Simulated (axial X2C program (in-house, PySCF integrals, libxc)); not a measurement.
# Low determinants of ScO⁻ at the PBE0 level, with spin–orbit coupling

All values were computed with an in-house relativistic program for diatomic molecules. Two-component (2c) means X2C with spin–orbit coupling and atomic mean-field two-electron Coulomb and Gaunt terms. Basis: Sc dyall-acv3z [11s12p8d5f2g], O dyall-av3z [7s6p3d2f] (cores contracted in-house); Gaussian nuclei, density fitting, unrestricted open shells. Masses: Sc 44.956 u, O 15.995 u.

Search at 1.681 Å (vertical energies from the lowest determinant):

```
ΔE (eV)  state  electrons beyond evenly filled partner blocks  electrons in ±ω = 1/2, 3/2, 5/2, 7/2
   0.00  Ω = 0                                           none                              24 6 0 0
   0.89  Ω = 2                               ω = 1/2, ω = 3/2                              23 7 0 0
   1.15  Ω = 1                                    2 × ω = 1/2                              24 6 0 0
   1.20  Ω = 1                              ω = -1/2, ω = 3/2                              23 7 0 0
   1.56  Ω = 3                               ω = 1/2, ω = 5/2                              23 6 1 0
   1.78  Ω = 2                              ω = -1/2, ω = 5/2                              23 6 1 0
   4.76  Ω = 1                              ω = -1/2, ω = 3/2                              25 5 0 0
```

Lowest determinant, Ω = 0 (closed shell): Re = 1.679 Å, ωe = 954.2 cm⁻¹.

The determinant in row 2 of the search, Ω = 2 (⟨Sz⟩ = 1.00, ⟨Lz⟩ = 1.00 at PBE0), was followed along the bond at PBE0; measured from the minimum of the lowest determinant it gives:

Te = 0.891 eV (7188 cm⁻¹), Re = 1.668 Å, ωe = 942.0 cm⁻¹.

Problem. Compare the bond of the determinant in row 2 with that of the lowest one.

Solution. At PBE0 its Re is 0.011 Å shorter and its force constant, which goes as ωe², is 0.97 times that of the lowest determinant. T0 ≈ Te + Δωe/2 = 7188 + (-6) = 7182 cm⁻¹.

The search compares states at one distance, so a state with another bond length can lie lower; it is not exhaustive and yields mostly the lowest determinant of each block pattern, so other components and higher states of one pattern are missing. These are energies of single determinants, not of spin-adapted states; PBE0 term energies can be off by some tenths of an eV, and the functional has no current term. Open-shell Ω = 0 determinants with evenly filled partner blocks cannot be reached by this program, so the Ω shown need not be the lowest component. For an anion, determinants above electron detachment are held by the basis set. The highest occupied level of some functionals is positive through self-interaction error; at Hartree–Fock it is bound. Row 1 has a positive highest level at its minimum. Row 2 has a positive highest level at its minimum.
